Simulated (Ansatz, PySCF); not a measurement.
WF₅, SMILES [F][W]([F])([F])([F])[F] (connectivity only; charge and spin as stated), neutral, multiplicity 2. Atoms are numbered in the order given.

```xyz
6

W      0.0000     0.0000    -0.0147
F      0.5217     1.7994     0.1697
F     -0.5217    -1.7994     0.1697
F     -1.2253     0.6418    -1.2378
F      1.2253    -0.6418    -1.2378
F      0.0000     0.0000     1.8323
```
Charge 0, spin multiplicity 2.

Geometry: r2SCAN-D4/def2-SVP. The multiplicity is an assumed one; no other spin state was optimised. The isomer is the one that the SMILES or the coordinates give; other isomers of the formula were not compared. The def2 effective core potentials stand for the cores of W; spin–orbit coupling is left out.

Two levels are set side by side: PBE-D3(BJ)/def2-SVP (Ansatz, a quantum-chemistry and plane-wave program) and r2SCAN-D4/def2-SVP (Ansatz). Each level has its own optimised geometry; the coordinates shown are those of the second. Frequencies come from the Hessian of PySCF at each geometry. Differences are taken from unrounded values.

```
quantity                            r2SCAN-D4  PBE-D3(BJ)  PBE-D3(BJ) minus r2SCAN-D4
----------------------------------  ---------  ----------  --------------------------
mean bond length (Å)                    1.861       1.872                       0.011
bond W1–F2 (Å)                          1.883       1.891                       0.008
bond W1–F3 (Å)                          1.883       1.891                       0.008
bond W1–F4 (Å)                          1.846       1.859                       0.012
bond W1–F5 (Å)                          1.846       1.859                       0.012
bond W1–F6 (Å)                          1.847       1.859                       0.012
highest harmonic wavenumber (cm⁻¹)        739         713                         -26
mean harmonic wavenumber (cm⁻¹)           402         392                         -10
zero-point energy (kcal/mol)             6.90        6.72                       -0.18
```
